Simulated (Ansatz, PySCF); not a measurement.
Sb(F)3 anion (F3Sb), SMILES [F][Sb]([F])[F] (connectivity only; charge and spin as stated), charge -1, multiplicity 2. Atoms are numbered in the order given.

```xyz
4

Sb    -0.2786    -0.4863     0.0000
F     -2.0592     0.6700     0.0000
F      0.7180     1.2529     0.0000
F      1.6198    -1.4366     0.0000
```
Charge -1, spin multiplicity 2.

Geometry: B3LYP-D3(BJ)/def2-SVPD. The multiplicity is an assumed one; other spin states were not compared. The isomer is the one that the SMILES or the coordinates give; other isomers of the formula were not compared. The def2 effective core potentials stand for the cores of Sb; spin–orbit coupling is left out.

Two levels are set side by side: PBE-D3(BJ)/def2-SVPD (Ansatz, an electronic-structure program) and B3LYP-D3(BJ)/def2-SVPD (Ansatz). Each level has its own optimised geometry; the coordinates shown are those of the second. Frequencies come from the Hessian of PySCF at each geometry. Differences are taken from unrounded values.

| quantity | B3LYP-D3(BJ) | PBE-D3(BJ) | PBE-D3(BJ) minus B3LYP-D3(BJ) |
|---|---|---|---|
| mean bond length (Å) | 2.084 | 2.099 | 0.015 |
| bond Sb1–F2 (Å) | 2.123 | 2.136 | 0.013 |
| bond Sb1–F3 (Å) | 2.004 | 2.024 | 0.020 |
| bond Sb1–F4 (Å) | 2.123 | 2.136 | 0.013 |
| highest harmonic wavenumber (cm⁻¹) | 531 | 509 | -22 |
| mean harmonic wavenumber (cm⁻¹) | 293 | 282 | -12 |
| zero-point energy (kcal/mol) | 2.52 | 2.42 | -0.10 |

GGA bonds tend to be longer and softer than those of functionals with exact exchange. Differences between two approximate levels are no errors against the true value.
